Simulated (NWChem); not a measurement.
System: C₃H₅BO₂; SMILES C=C1OCB1O

Parts of the log:

```
             Northwest Computational Chemistry Package (NWChem) 7.3.0
             --------------------------------------------------------

 CS  symmetry detected

                             Geometry "geometry" -> ""
                             -------------------------

 Output coordinates in angstroms (scale by  1.889725989 to convert to a.u.)

  No.       Tag          Charge          X              Y              Z
 ---- ---------------- ---------- -------------- -------------- --------------
    1 C                    6.0000    -1.28384997     1.65324816     0.00000000
    2 C                    6.0000    -0.34168227     0.71653704     0.00000000
    3 O                    8.0000     1.02621034     0.96507718     0.00000000
    4 C                    6.0000     1.44432459    -0.42308362     0.00000000
    5 B                    5.0000    -0.10820825    -0.82719904     0.00000000
    6 O                    8.0000    -0.86062198    -1.91419240     0.00000000
    7 H                    1.0000    -2.32065704     1.37268859     0.00000000
    8 H                    1.0000    -1.04310997     2.70261878     0.00000000
    9 H                    1.0000     2.05077528    -0.62716001    -0.88667879
   10 H                    1.0000     2.05077528    -0.62716001     0.88667879
   11 H                    1.0000    -0.43420332    -2.77227981     0.00000000

 Effective nuclear repulsion energy (a.u.)     209.1218961151

      Symmetry information
      --------------------

 Group name             Cs
 Group number              2
 Group order               2
 No. of unique centers    10

                                Z-matrix (autoz)
                                --------

 Units are Angstrom for bonds and degrees for angles

      Type          Name      I     J     K     L     M      Value
      ----------- --------  ----- ----- ----- ----- ----- ----------
    1 Stretch                  1     2                       1.32857
    2 Stretch                  1     7                       1.07410
    3 Stretch                  1     8                       1.07663
    4 Stretch                  2     3                       1.39029
    5 Stretch                  2     5                       1.56129
    6 Stretch                  3     4                       1.44976
    7 Stretch                  4     5                       1.60427
    8 Stretch                  4     9                       1.09345
    9 Stretch                  4    10                       1.09345
   10 Stretch                  5     6                       1.32200
   11 Stretch                  6    11                       0.95820
   12 Bend                     1     2     3               124.86835
   13 Bend                     1     2     5               143.43382
   14 Bend                     2     1     7               120.02481
   15 Bend                     2     1     8               121.91275
   16 Bend                     2     3     4                96.46426
   17 Bend                     2     5     4                84.01021
   18 Bend                     2     5     6               136.70891
   19 Bend                     3     2     5                91.69784
   20 Bend                     3     4     5                87.82770
   21 Bend                     3     4     9               109.79523
   22 Bend                     3     4    10               109.79523
   23 Bend                     4     5     6               139.28088
   24 Bend                     5     4     9               119.32243
   25 Bend                     5     4    10               119.32243
   26 Bend                     5     6    11               118.88447
   27 Bend                     7     1     8               118.06245
   28 Bend                     9     4    10               108.36821
   29 Torsion                  1     2     3     4         180.00000
   30 Torsion                  1     2     5     4         180.00000
   31 Torsion                  1     2     5     6          -0.00000
   32 Torsion                  2     3     4     5          -0.00000
   33 Torsion                  2     3     4     9         120.47757
   34 Torsion                  2     3     4    10        -120.47757
   35 Torsion                  2     5     4     3           0.00000
   36 Torsion                  2     5     4     9        -111.55529
   37 Torsion                  2     5     4    10         111.55529
   38 Torsion                  2     5     6    11         180.00000
   39 Torsion                  3     2     1     7         180.00000
   40 Torsion                  3     2     1     8          -0.00000
   41 Torsion                  3     2     5     4           0.00000
   42 Torsion                  3     2     5     6         180.00000
   43 Torsion                  3     4     5     6         180.00000
   44 Torsion                  4     3     2     5           0.00000
   45 Torsion                  4     5     6    11           0.00000
   46 Torsion                  5     2     1     7           0.00000
   47 Torsion                  5     2     1     8         180.00000
   48 Torsion                  6     5     4     9          68.44471
   49 Torsion                  6     5     4    10         -68.44471

  pbe96 is a nonlocal functional; adding pw91lda local functional.

                           NWChem Geometry Optimization
                           ----------------------------

 maximum gradient threshold         (gmax) =   0.000450
 rms gradient threshold             (grms) =   0.000300
 maximum cartesian step threshold   (xmax) =   0.001800
 rms cartesian step threshold       (xrms) =   0.001200
 fixed trust radius                (trust) =   0.300000
 source of zmatrix                         =   autoz

          -------------------
          Energy Minimization
          -------------------

 Using diagonal initial Hessian
 Scaling for Hessian diagonals: bonds = 1.00  angles = 0.25  torsions = 0.10

          --------
          Step   0

                                 NWChem DFT Module
                                 -----------------

 Summary of "ao basis" -> "ao basis" (spherical)
 ------------------------------------------------------------------------------
       Tag                 Description            Shells   Functions and Types
 ---------------- ------------------------------  ------  ---------------------
 C                          def2-svp                 6       14   3s2p1d
 O                          def2-svp                 6       14   3s2p1d
 B                          def2-svp                 6       14   3s2p1d
 H                          def2-svp                 3        5   2s1p

      Symmetry analysis of basis
      --------------------------

        a'         77
        a"         32

[...]

      ----------------------
      Optimization converged
      ----------------------

  Step       Energy      Delta E   Gmax     Grms     Xrms     Xmax
  ---- ---------------- -------- -------- -------- -------- --------
@    6    -292.06060155 -1.1D-07  0.00003  0.00001  0.00041  0.00143
                                     ok       ok       ok       ok

                                Z-matrix (autoz)
                                --------

 Units are Angstrom for bonds and degrees for angles

      Type          Name      I     J     K     L     M      Value     Gradient
      ----------- --------  ----- ----- ----- ----- ----- ---------- ----------
    1 Stretch                  1     2                       1.34969    0.00003
    2 Stretch                  1     7                       1.09864    0.00003
    3 Stretch                  1     8                       1.10141    0.00002
    4 Stretch                  2     3                       1.40130   -0.00002
    5 Stretch                  2     5                       1.56482   -0.00003
    6 Stretch                  3     4                       1.47296   -0.00003
    7 Stretch                  4     5                       1.60305   -0.00001
    8 Stretch                  4     9                       1.11245   -0.00000
    9 Stretch                  4    10                       1.11245   -0.00000
   10 Stretch                  5     6                       1.35000   -0.00001
   11 Stretch                  6    11                       0.97480   -0.00001
   12 Bend                     1     2     3               125.24501    0.00000
   13 Bend                     1     2     5               143.42560   -0.00000
   14 Bend                     2     1     7               119.20566   -0.00000
   15 Bend                     2     1     8               121.88991    0.00000
   16 Bend                     2     3     4                96.32583    0.00001
   17 Bend                     2     5     4                85.07955   -0.00000
   18 Bend                     2     5     6               135.19553   -0.00000
   19 Bend                     3     2     5                91.32940    0.00000
   20 Bend                     3     4     5                87.26522   -0.00001
   21 Bend                     3     4     9               110.82722   -0.00000
   22 Bend                     3     4    10               110.82722   -0.00000
   23 Bend                     4     5     6               139.72492    0.00001
   24 Bend                     5     4     9               118.70698    0.00000
   25 Bend                     5     4    10               118.70698    0.00000
   26 Bend                     5     6    11               113.14821    0.00000
   27 Bend                     7     1     8               118.90443   -0.00000
   28 Bend                     9     4    10               108.46775    0.00000
   29 Torsion                  1     2     3     4         180.00000   -0.00000
   30 Torsion                  1     2     5     4         180.00000    0.00000
   31 Torsion                  1     2     5     6          -0.00000   -0.00000
   32 Torsion                  2     3     4     5          -0.00000    0.00000
   33 Torsion                  2     3     4     9         119.75722   -0.00000
   34 Torsion                  2     3     4    10        -119.75722    0.00000
   35 Torsion                  2     5     4     3           0.00000   -0.00000
   36 Torsion                  2     5     4     9        -112.31385    0.00000
   37 Torsion                  2     5     4    10         112.31385   -0.00000
   38 Torsion                  2     5     6    11         180.00000   -0.00000
   39 Torsion                  3     2     1     7         180.00000   -0.00000
   40 Torsion                  3     2     1     8          -0.00000    0.00000
   41 Torsion                  3     2     5     4           0.00000    0.00000
   42 Torsion                  3     2     5     6         180.00000    0.00000
   43 Torsion                  3     4     5     6         180.00000    0.00000
   44 Torsion                  4     3     2     5           0.00000    0.00000
   45 Torsion                  4     5     6    11           0.00000    0.00000
   46 Torsion                  5     2     1     7           0.00000    0.00000
   47 Torsion                  5     2     1     8         180.00000   -0.00000
   48 Torsion                  6     5     4     9          67.68615    0.00000
   49 Torsion                  6     5     4    10         -67.68615   -0.00000

                         Geometry "geometry" -> "geometry"
                         ---------------------------------

 Output coordinates in angstroms (scale by  1.889725989 to convert to a.u.)

[...]

 Rotational Constants
 --------------------
 A=   0.178522 cm-1  (  0.256847 K)
 B=   0.117891 cm-1  (  0.169616 K)
 C=   0.071999 cm-1  (  0.103588 K)

 Temperature                      =   298.15K
 frequency scaling parameter      =   1.0000

 Zero-Point correction to Energy  =   49.858 kcal/mol  (  0.079454 au)
 Thermal correction to Energy     =   53.635 kcal/mol  (  0.085473 au)
 Thermal correction to Enthalpy   =   54.227 kcal/mol  (  0.086416 au)

 Total Entropy                    =   76.404 cal/mol-K
   - Translational                =   39.182 cal/mol-K (mol. weight =  84.0383)
   - Rotational                   =   26.456 cal/mol-K (symmetry #  =        1)
   - Vibrational                  =   10.766 cal/mol-K

 Cv (constant volume heat capacity) =   22.028 cal/mol-K
   - Translational                  =    2.979 cal/mol-K
   - Rotational                     =    2.979 cal/mol-K
   - Vibrational                    =   16.069 cal/mol-K

[normal modes left out]

 ----------------------------------------------------------------------------
 Normal Eigenvalue ||           Projected Infra Red Intensities
  Mode   [cm**-1]  || [atomic units] [(debye/angs)**2] [(KM/mol)] [arbitrary]
 ------ ---------- || -------------- ----------------- ---------- -----------
    1        0.000 ||    0.001239           0.029         1.208       0.334
    2        0.000 ||    0.001615           0.037         1.574       0.436
    3        0.000 ||    0.001193           0.028         1.163       0.322
    4        0.000 ||    0.000005           0.000         0.005       0.001
    5        0.000 ||    0.000016           0.000         0.016       0.004
    6        0.000 ||    0.000509           0.012         0.497       0.137
    7      132.758 ||    0.006983           0.161         6.807       1.884
    8      236.203 ||    0.002713           0.063         2.645       0.732
    9      242.109 ||    0.003501           0.081         3.413       0.945
   10      423.692 ||    0.004914           0.113         4.790       1.326
   11      467.517 ||    0.031710           0.732        30.912       8.555
   12      581.121 ||    0.001626           0.038         1.586       0.439
   13      598.971 ||    0.061172           1.411        59.634      16.504
   14      692.528 ||    0.001061           0.024         1.035       0.286
   15      725.056 ||    0.002163           0.050         2.109       0.584
   16      808.881 ||    0.050651           1.169        49.377      13.665
   17      834.788 ||    0.018700           0.431        18.230       5.045
   18      839.007 ||    0.078697           1.816        76.718      21.232
   19      876.864 ||    0.026410           0.609        25.746       7.125
   20      955.986 ||    0.130611           3.013       127.326      35.238
   21     1070.352 ||    0.041480           0.957        40.437      11.191
   22     1117.635 ||    0.001335           0.031         1.301       0.360
   23     1183.767 ||    0.175914           4.058       171.490      47.461
   24     1219.342 ||    0.074201           1.712        72.335      20.019
   25     1334.905 ||    0.009203           0.212         8.971       2.483
   26     1391.813 ||    0.007293           0.168         7.110       1.968
   27     1478.787 ||    0.288931           6.666       281.664      77.952
   28     1679.195 ||    0.058045           1.339        56.585      15.660
   29     2965.629 ||    0.031738           0.732        30.939       8.563
   30     3019.533 ||    0.018819           0.434        18.345       5.077
   31     3089.162 ||    0.001402           0.032         1.366       0.378
   32     3198.987 ||    0.001128           0.026         1.099       0.304
   33     3728.318 ||    0.088172           2.034        85.955      23.788
 ----------------------------------------------------------------------------
```

Level: PBE-D3(BJ)/def2-SVP. 

Task: Which NWChem input produces such a log?

Result: Several could match; the one computed here: the input that was run:
```
start job
memory heap 200 mb stack 900 mb global 1100 mb
geometry units angstroms
  C      1.478316    -0.061624    -1.485905
  C      0.665733    -0.081165    -0.434984
  O      1.033414    -0.474523     0.846805
  C     -0.263211    -0.264276     1.460297
  B     -0.797607     0.211002     0.024261
  O     -1.913747     0.644119    -0.536384
  H      1.111003     0.257627    -2.443424
  H      2.510515    -0.358877    -1.412827
  H     -0.629691    -1.202346     1.884631
  H     -0.175180     0.468350     2.268026
  H     -2.699206     0.733655     0.005081
end
basis spherical
  * library def2-svp
end
dft
  xc xpbe96 cpbe96
  disp vdw 4
  iterations 150
end
driver
  maxiter 120
end
task dft optimize
task dft freq
```
